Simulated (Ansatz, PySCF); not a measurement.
Se(SH)(GeH3) (GeH4SSe), SMILES S[Se][GeH3].

Geometry optimised at PBE-D3(BJ)/def2-SVP. The structure was generated by enumeration, and PubChem lists no compound with its InChIKey, so it may never have been made. Other conformers were not sampled.

Vertical ionisation energy (IE) and electron affinity (EA) in eV. Rows of orbital energies are one-electron estimates. Where ΔSCF, EOM or ADC give a negative EA the extra electron is unbound and the value depends on the basis.

```
level                                                                       IE    EA
------------------------------------------------------------------------  ----  ----
−ε(HOMO), −ε(LUMO), PBE0/def2-TZVPD (PySCF)                                  …     …
−ε(HOMO), −ε(LUMO), PBE/def2-TZVPD (PySCF)                                5.95  2.65
ΔSCF, CAM-B3LYP/def2-SVPD (Ansatz), final states of multiplicity 2 and 2  9.14  0.12
ΔSCF, PBE/def2-SVPD (Ansatz), final states of multiplicity 2 and 2        8.87  0.26
```

**Question.** Fill in the missing entries. (An estimate is asked for; the answer gives what the named calculation found.)

**Answer.** 
- −ε(HOMO), −ε(LUMO), PBE0/def2-TZVPD (PySCF), IE: 7.08
- −ε(HOMO), −ε(LUMO), PBE0/def2-TZVPD (PySCF), EA: 1.75

**Question.** What vertical singlet–triplet gap does ΔSCF give with CAM-B3LYP/def2-SVPD (Ansatz, an electronic-structure program) and with PBE/def2-SVPD (Ansatz)? (An estimate is asked for; the answer gives what the named calculation found.)

**Answer.** 3.30 and 3.05 eV (triplet above singlet where positive).
